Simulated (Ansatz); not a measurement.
H₇MgNSi₂, SMILES `[MgH][N]([SiH3])[SiH3]` at its PBE0-D4/def2-TZVP geometry, where that method's forces vanish. Total charge 0; spin multiplicity 1.

| atom | x (Å) | y (Å) | z (Å) |
| --- | --- | --- | --- |
| Mg1 | -1.0753 | -0.5321 | -1.7173 |
| N2 | -0.0855 | -0.0428 | -0.1372 |
| Si3 | 0.5193 | -1.3220 | 0.8195 |
| Si4 | 0.0989 | 1.6277 | 0.1671 |
| H5 | -1.9424 | -0.9610 | -3.1011 |
| H6 | 0.1049 | -2.6019 | 0.1534 |
| H7 | -0.0279 | -1.3465 | 2.2069 |
| H8 | 2.0066 | -1.3398 | 0.9301 |
| H9 | 1.5185 | 2.0855 | 0.1728 |
| H10 | -0.6011 | 2.3555 | -0.9437 |
| H11 | -0.5159 | 2.0773 | 1.4496 |

For each bond, give half the difference of the two atoms' forces along it (eV/Å; positive pushes the atoms apart) under PBE-D4, r2SCAN-D4, B3LYP-D4, ωB97M-V in def2-TZVPP. (Estimate.)

Ansatz gave: 
| bond | length (Å) | PBE-D4 | r2SCAN-D4 | B3LYP-D4 | ωB97M-V |
| --- | --- | --- | --- | --- | --- |
| Mg1–N2 | 1.928 | -0.03 | 0.01 | 0.06 | 0.10 |
| Mg1–H5 | 1.688 | -0.02 | 0.00 | -0.10 | -0.13 |
| N2–Si3 | 1.708 | 0.15 | 0.03 | 0.11 | 0.11 |
| N2–Si4 | 1.708 | 0.15 | 0.03 | 0.11 | 0.11 |
| Si3–H6 | 1.501 | 0.04 | -0.03 | -0.09 | -0.10 |
| Si3–H7 | 1.492 | 0.03 | -0.03 | -0.09 | -0.13 |
| Si3–H8 | 1.492 | 0.03 | -0.02 | -0.08 | -0.13 |
| Si4–H9 | 1.492 | 0.03 | -0.03 | -0.09 | -0.13 |
| Si4–H10 | 1.501 | 0.04 | -0.03 | -0.09 | -0.10 |
| Si4–H11 | 1.492 | 0.03 | -0.02 | -0.08 | -0.13 |

B3LYP here is the variant with VWN-RPA as its local correlation; programs differ in this.
